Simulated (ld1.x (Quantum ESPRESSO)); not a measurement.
Which change was made? (Zr, ultrasoft)

```json
{
  "Element": "Zr (Z = 40)",
  "Generator": "ld1.x (Quantum ESPRESSO) 7.5",
  "Type": "ultrasoft",
  "Functional": "PBEsol",
  "Relativity": "scalar-relativistic",
  "Frozen core": "[Ar] 3d10",
  "Valence charge": "12",
  "Reference configuration": "4s2 4p6 4d2 5s1.5 5p0.5",
  "Partial waves": "4s (bound): rcut 1.55, rcutus 1.85 bohr; 5s (bound): rcut 1.55, rcutus 1.85 bohr; 4p (bound): rcut 2.10, rcutus 2.80 bohr; 5p (bound): rcut 2.10, rcutus 2.80 bohr; 4d (bound): rcut 1.25, rcutus 1.70 bohr; 4d channel at 0.25 Ry: rcut 1.25, rcutus 1.70 bohr",
  "Local potential": "all-electron potential smoothed inside 1.80 bohr (lloc = -2)",
  "Core correction": "Bessel-smoothed model core, default radius (core density twice the valence density)",
  "Augmentation charge": "PSQ, inside the norm-conserving radii"
}
```

Cutoffs, loose and tight: the cutoffs (Ry, on a coarse ladder) from which the occupation-weighted sum of valence levels, in a spherical-Bessel basis at the reference potential, stays within 10 and 1 mRy of its value at 400 Ry. They do not see the model core or the augmentation charge, which bear on the density cutoff. Test errors are all-electron minus pseudo excitation energies from the reference, over the configurations 4s2 4p6 4d2 5s2 5p0; 4s2 4p6 4d2 5s1 5p0; 4s2 4p6 4d2 5s0 5p0; 4s2 4p6 4d1 5s0 5p0; 4s2 4p6 4d0 5s0 5p0; 4s2 4p6 4d2 5s0 5p1; 4s1 4p6 4d2 5s2 5p0; variants that change the core or the reference have their own tests. The largest error is taken over the tests solved by every variant that gives reliable tests at all, those not shown here included: 4s2 4p6 4d2 5s0 5p0; 4s2 4p6 4d2 5s1 5p0; 4s2 4p6 4d2 5s2 5p0.

The base gives: outcome: generated; cutoff, loose: 30 Ry; cutoff, tight: 35 Ry; bound ghosts: none; largest test error (meV): -4.2.

(1) After one change the result is: outcome: generated; cutoff, loose: 30 Ry; cutoff, tight: 35 Ry; bound ghosts: none; largest test error (meV): -4.2. Which change was it?
A. local potential all-electron potential smoothed inside 3.04 bohr (lloc = -2)
B. local potential all-electron potential smoothed inside 1.18 bohr (lloc = -2)
C. local potential all-electron potential smoothed inside 1.72 bohr (lloc = -2)

Results:

(1) C. The others give: local potential all-electron potential smoothed inside 1.18 bohr (lloc = -2) → outcome: generated, overlap not positive; bound ghosts: not determined (overlap not positive); largest test error (meV): -4.1 | local potential all-electron potential smoothed inside 3.04 bohr (lloc = -2) → outcome: generated; cutoff, loose: 30 Ry; cutoff, tight: 40 Ry; bound ghosts: none; largest test error (meV): -5.2. A file whose overlap is not positive is unfit for use, and its test errors describe a broken file.
